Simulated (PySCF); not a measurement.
Molfile (atoms numbered from 1):
```
C5H9NO3Si
     RDKit          3D

 19 18  0  0  0  0  0  0  0  0999 V2000
   -3.0282    1.9544    0.7985 C   0  0  0  0  0  0  0  0  0  0  0  0
   -2.3120    1.1043    0.2143 N   0  0  0  0  0  0  0  0  0  0  0  0
   -1.3716    1.4234   -0.7522 C   0  0  0  0  0  0  0  0  0  0  0  0
   -1.5648    2.3063   -1.7331 C   0  0  0  0  0  0  0  0  0  0  0  0
   -0.2607    0.6723   -0.6902 O   0  0  0  0  0  0  0  0  0  0  0  0
   -0.1011   -0.5966    0.3160 Si  0  0  0  0  0  4  0  0  0  0  0  0
    1.4350   -0.9978   -0.1409 O   0  0  0  0  0  0  0  0  0  0  0  0
    2.0466   -2.0594    0.3597 C   0  0  0  0  0  0  0  0  0  0  0  0
    3.4364   -2.2433   -0.1865 C   0  0  0  0  0  0  0  0  0  0  0  0
    1.5308   -2.7791    1.1724 O   0  0  0  0  0  0  0  0  0  0  0  0
   -2.9555    3.0338    0.6494 H   0  0  0  0  0  0  0  0  0  0  0  0
   -3.7621    1.5955    1.5055 H   0  0  0  0  0  0  0  0  0  0  0  0
   -2.4662    2.8862   -1.7911 H   0  0  0  0  0  0  0  0  0  0  0  0
   -0.8373    2.4239   -2.5132 H   0  0  0  0  0  0  0  0  0  0  0  0
   -0.1031   -0.2033    1.7184 H   0  0  0  0  0  0  0  0  0  0  0  0
   -1.0302   -1.6651   -0.0111 H   0  0  0  0  0  0  0  0  0  0  0  0
    4.1415   -1.7802    0.5021 H   0  0  0  0  0  0  0  0  0  0  0  0
    3.6692   -3.3024   -0.2537 H   0  0  0  0  0  0  0  0  0  0  0  0
    3.5234   -1.7637   -1.1563 H   0  0  0  0  0  0  0  0  0  0  0  0
  1  2  2  0
  2  3  1  0
  3  4  2  0
  3  5  1  0
  5  6  1  0
  6  7  1  0
  7  8  1  0
  8  9  1  0
  8 10  2  0
  1 11  1  0
  1 12  1  0
  4 13  1  0
  4 14  1  0
  6 15  1  0
  6 16  1  0
  9 17  1  0
  9 18  1  0
  9 19  1  0
M  END
```

- GIAO PBE0/pcSseg-1 shieldings
- coordinates at the GFN2-xTB level
- run in PySCF 2.14
- averaged over atoms made equivalent by symmetry, fast rotation or ring inversion, no solvent, non-relativistic Hamiltonian, single conformer

References, each an isolated molecule treated in the same way: $^{13}$C (σ = 186.93 ppm), $^{1}$H (σ = 31.72 ppm), $^{29}$Si (σ = 349.16 ppm) against TMS; $^{15}$N (σ = 267.73 ppm) vs NH3; $^{17}$O (σ = 336.08 ppm) against H2O.

| atoms | nucleus | count | Hirshfeld charge | δ (ppm) |
| --- | --- | --- | --- | --- |
| H17/H18/H19 | $^{1}$H | 3 | 0.06 | 2.17 |
| C3 | $^{13}$C | 1 | 0.11 | 168.8 |
| O10 | $^{17}$O | 1 | -0.26 | 462.4 |
| O5 | $^{17}$O | 1 | -0.20 | ? |
| H11 | $^{1}$H | 1 | 0.06 | ? |
| C1 | $^{13}$C | 1 | 0.04 | ? |
| O7 | $^{17}$O | 1 | -0.19 | 219.7 |
| Si6 | $^{29}$Si | 1 | 0.43 | -32.2 |
| H13 | $^{1}$H | 1 | 0.04 | 4.10 |
| H12 | $^{1}$H | 1 | 0.06 | 7.04 |
| C8 | $^{13}$C | 1 | 0.23 | 176.8 |
| N2 | $^{15}$N | 1 | -0.12 | 388.6 |
| H14 | $^{1}$H | 1 | 0.05 | ? |
| C4 | $^{13}$C | 1 | -0.15 | ? |
| H15/H16 | $^{1}$H | 2 | -0.08 | 5.20 |
| C9 | $^{13}$C | 1 | -0.12 | 23.9 |

Complete the table.

Answers


- C1: 155.1 ppm, C=N carbon
- C4: 81.3 ppm, β carbon of an enol-ether or enamine type C=C; the O or N lone pair pushes π density onto this β carbon and shields it
- H11: 7.89 ppm, hydrogen on a C=N carbon
- H14: 4.07 ppm, hydrogen on a β carbon of an enol-ether or enamine type C=C; lone-pair donation from O or N shields it, upfield of ordinary alkene protons
- O5: 124.3 ppm, oxygen bonded to C, Si

Shifts are as computed. Against solution values, carbons near 30 ppm lie about +3 ppm off and those near 130 ppm about +5 ppm. Of 1211 compounds with measured shifts, 218 miss one by over three times the rms of a fit or turn the order of signals round; such compounds aren't used in these exercises. Unscaled 17O shifts of doubly bonded oxygen tend to come out too high, by tens of ppm or more. Experimental scales use liquid or dissolved standards, which lie at an offset from isolated NH3 (liquid NH3: subtract about 20 ppm) and H2O (liquid H2O: subtract about 36 ppm). Unscaled 15N shifts of sp2 nitrogen come out 20 to 40 ppm too high even then.
